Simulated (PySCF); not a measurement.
**Ionisation energy of Zr(28+) by level of theory**

Zr(28+) [Ne] 3s2 (1S) → Zr(29+) [Ne] 3s1 (2S), as a difference of total energies. Calculation: PySCF 2.14, in an uncontracted even-tempered set (16 s from 3.9 bohr⁻², ratio 2.5; 10 p from 5 bohr⁻², ratio 2.5; 5 d from 19 bohr⁻², ratio 2.7; 4 f from 29 bohr⁻², ratio 2.7); no relativity, point nucleus. Correlated levels: outer shells: 1s2 frozen; virtual orbitals above 40 to 60 times the deepest correlated orbital energy dropped. The calculations carry no spin-orbit coupling.

```
                method  ionisation energy (eV)
                   UHF                  1489.6
    MP2 (outer shells)                  1492.9
SCS-MP2 (outer shells)                  1493.3
   CCSD (outer shells)                  1493.9
CCSD(T) (outer shells)                  1493.9
```

How much does correlation contribute at CCSD(T) (outer shells)?

1493.9 − (1489.6) = 4.3 eV, measured against UHF.

The gap to the reference is mostly relativistic.

For comparison: 1525.1 ± 2.2 eV (semi-empirical (NIST evaluation); NIST Atomic Spectra Database, ionization energies).
